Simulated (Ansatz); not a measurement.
Reaction (substitution at a C–C bond): `C=CCOC=O` + `[OH][Ti]([Cl])([Cl])[Cl]` → `C=C[O][Ti]([Cl])([Cl])[Cl]` + `COC=O`

Gas-phase electronic energies from Ansatz, PBE0-D4/def2-TZVP geometries. CCSD(T)/CBS is the MP2 limit (def2-TZVPP, def2-QZVPP) plus CCSD(T) − MP2 in def2-TZVPP, frozen cores. For Ti outer-core shells are correlated without core-valence functions, which leaves a few kJ/mol of doubt a bond. Scalar relativity is left out up to krypton. Each species was taken in one conformer, which may not be the lowest.

`C=CCOC=O`:

Cartesian coordinates in Å:
```
C 0.893 1.600 1.346
C 0.035 1.192 0.424
C 0.203 -0.058 -0.359
O -1.002 -0.832 -0.230
C -1.044 -1.947 -0.954
O -0.180 -2.344 -1.679
H 0.758 2.538 1.870
H 1.767 1.011 1.606
H -0.839 1.792 0.184
H 0.364 0.152 -1.422
H 1.052 -0.648 -0.005
H -2.005 -2.455 -0.782
```

`[OH][Ti]([Cl])([Cl])[Cl]`:

Cartesian coordinates in Å:
```
O 0.221 0.803 1.116
Ti -0.004 -0.117 -0.350
Cl 0.778 1.011 -2.043
Cl 1.039 -2.021 -0.164
Cl -2.128 -0.516 -0.624
H 0.095 0.840 2.065
```

`C=C[O][Ti]([Cl])([Cl])[Cl]`:

Cartesian coordinates in Å:
```
C -1.644 -0.491 1.236
C -0.339 -0.265 1.232
O 0.348 0.041 0.119
Ti 1.185 0.432 -1.355
Cl 0.889 -1.203 -2.768
Cl 0.341 2.275 -2.158
Cl 3.308 0.690 -0.920
H -2.138 -0.733 2.166
H -2.231 -0.439 0.328
H 0.282 -0.307 2.122
```

`COC=O`:

```xyz
8

C     0.397    0.839    0.438
O    -0.480   -0.279    0.578
C    -0.551   -1.080   -0.481
O     0.046   -0.936   -1.508
H     0.079    1.473   -0.391
H     0.339    1.382    1.378
H     1.418    0.502    0.253
H    -1.249   -1.902   -0.268
```

| species | CCSD(T)/CBS(def2) energy (Eh) |
| --- | --- |
| `C=CCOC=O` | -306.13668 |
| `[OH][Ti]([Cl])([Cl])[Cl]` | -2304.28409 |
| `C=C[O][Ti]([Cl])([Cl])[Cl]` | -2381.56579 |
| `COC=O` | -228.84804 |

(1) Work out ΔE.

Largest T1 diagnostic among the species: 0.024, so the coupled-cluster value is less sure than usual.

## Answers

(1) ΔE = (-2381.56579) + (-228.84804) − (-306.13668) − (-2304.28409) = 0.00694 Eh = +0.19 eV.

From PBE to PBE0 (25 % exact exchange), in def2-TZVPP and without D4, ΔE moves by +0.06 eV.
